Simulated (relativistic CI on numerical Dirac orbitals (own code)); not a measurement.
Calculated at this level of theory: Dirac-Coulomb-Breit CI, separate exchange-only KLI orbitals for each configuration, model QED (radiative potential, 1s self-energy scaled to tabulated hydrogen-like ionisation energies), valence Slater integrals scaled by 0.85, P86 correlation estimate, and configurations built on the next ion tied to the tabulated ionisation energy (semi-empirical) (own radial code, finite nucleus).

CI space (outside the closed core [Ar]): 3d10.4s2, 3d10.4s.4d, 3d10.4s.5s, 3d10.4s.5p, 3d10.4s.4p, 3d10.4s.5d, 3d10.4s.6s, 3d10.4s.4f, 3d10.4s.5f, 3d10.4p2, 3d10.4d2, 3d10.4p.4d, 3d10.4f2, 3d10.4p.4f, 3d10.4s.6p, 3d10.4p.5s, 3d10.4s.5g, 3d10.4s.6d, 3d10.4s.6f, 3d9.4s.4p2, 3d8.4s2.4p2, 3d9.4s2.4p, 3d10.4d.4f. Levels of other configurations are missing.

Configurations that consist of the next ion and one excited electron were tied to the tabulated ionisation energy; Rydberg ones are usually within 1,000 to 3,000 cm⁻¹ and the lowest ones within about 6,000 (9,000 in d shells), while levels on excited terms of the next ion carry the error of that term, and the other configurations can be misplaced by 10,000 cm⁻¹ or more. Rates follow the energies as ν³ (E1, M1) or ν⁵ (E2), so rates, branching and lifetimes can be off by large factors. The fine structure of a lone outer electron comes out too small, for d and f at times inverted, and misplaced configurations move strength between like terms. 19 of the 20 excited levels that our extract of the measured tables holds in this range could be paired (the sources list more); they are missed by 3864 cm⁻¹ on average and 5001 at most, and levels without a partner can miss by more.

Outline of the computed level scheme of As IV. Lowest level of each configuration: 3d10.4s2 1S_0 at 0.0000 eV; 3d10.4s.4p 3P°_0 at 9.9225 eV; 3d10.4p2 3P_0 at 21.9725 eV; 3d10.4s.4d 3D_1 at 26.5837 eV; 3d10.4s.5s 3S_1 at 27.8450 eV; 3d10.4s.5p 3P°_0 at 31.6104 eV; 3d10.4p.4d 3F°_2 at 35.3819 eV; 3d10.4s.4f 3F°_3 at 35.4636 eV; 3d10.4s.5d 3D_1 at 37.1281 eV.

Some strong electric-dipole decays among the lowest 38 levels: 3d10.4s.4d 1D_2 → 3d10.4s.4p 1P°_1 (1.0e+10 s⁻¹); 3d10.4s.4d 3D_3 → 3d10.4s.4p 3P°_2 (7.4e+09 s⁻¹); 3d10.4s.4p 1P°_1 → 3d10.4s2 1S_0 (5.9e+09 s⁻¹); 3d10.4s.4d 3D_2 → 3d10.4s.4p 3P°_1 (5.7e+09 s⁻¹); 3d10.4s.5s 1S_0 → 3d10.4s.4p 1P°_1 (4.8e+09 s⁻¹); 3d10.4s.4d 3D_1 → 3d10.4s.4p 3P°_0 (4.3e+09 s⁻¹); 3d10.4s.4f 3F°_2 → 3d10.4s.4d 3D_1 (3.8e+09 s⁻¹); 3d10.4s.5s 3S_1 → 3d10.4s.4p 3P°_2 (3.5e+09 s⁻¹).

Rates of lines that live on the mixing of spin multiplicities can be off by large factors.

LS names give the leading component of a level, which can be under half, so a name can repeat, a term be missing and a line seem to break the LS rules.
